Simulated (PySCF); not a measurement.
Ni(OH)2 (triplet). Computed with PySCF, UB3LYP, basis Ni def2-SVP, O def2-SVP, H def2-SVP (no relativity, density fitting).

Harmonic bands of its minimum:

```tsv
ω (cm⁻¹)	IR (km/mol)
109	16.0
153	24.8
306	195
370	0.0
480	373
666	0.0
834	118
3905	239
3907	0.0
```

Problem. The central atom is Ni. Infer the point group and assign the bands.

Solution. C2h. The modes span 2au + 4bu + 3ag: 109 au, 153 bu, 306 au, 370 ag, 480 bu, 666 ag, 834 bu, 3905 bu, 3907 ag. The computed geometry has Ni–O 1.721 Å (×2), O–H 0.962 Å (×2); H–O–Ni 135.0° (×2), O–Ni–O 180.0°.

This need not be the most stable arrangement of these atoms. Other spin states or occupations of the open shell can lie lower.
